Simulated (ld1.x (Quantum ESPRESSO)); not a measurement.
Ranking TM potentials for aluminium (Al)

All share these settings but for the change named:

| Property | Result |
| --- | --- |
| Element | Al (Z = 13) |
| Generator | ld1.x (Quantum ESPRESSO) 7.5 |
| Type | norm-conserving Troullier–Martins (Kleinman–Bylander form) |
| Functional | PBEsol |
| Relativity | scalar-relativistic |
| Frozen core | [Ne] |
| Valence charge | 3 |
| Reference configuration | 3s2 3p1 |
| Partial waves | 3s (bound): rc 2.30 bohr; 3d channel at 0.35 Ry: rc 2.40 bohr; 3p (bound): rc 1.70 bohr |
| Local potential | the p channel |
| Core correction | Bessel-smoothed model core, default radius (core density twice the valence density) |

Test errors are all-electron minus pseudo excitation energies from the reference, over 3s2 3p0; 3s1 3p0; 3s2 3p0.5; 3s1 3p2; 3s1 3p1; 3s0 3p3; 3s2 3p1.3. None of these files shows a bound ghost.

The base gives 13.7 meV.

Of 8 variants that were run, those that failed, showed a ghost or another fault, or gave nearly equal values are left out.

A variant can come out equal or close to the base, since the largest error may sit in a test that the change hardly touches while other tests move.

(1) Rank these variants by their largest absolute test error, smallest first.
A. wave 3s (bound): rc 2.30 bohr becomes 3s (bound): rc 3.16 bohr
B. wave 3d channel at 0.35 Ry: rc 2.40 bohr becomes 3d channel at 0.35 Ry: rc 2.08 bohr
C. all radii but the core radius scaled by about 1.08 (s 2.50, p 1.84, d 2.60 bohr)
D. core correction none

## Answers

(1) B (13.7 meV), D (16.3 meV), C (34.2 meV), A (127.4 meV).
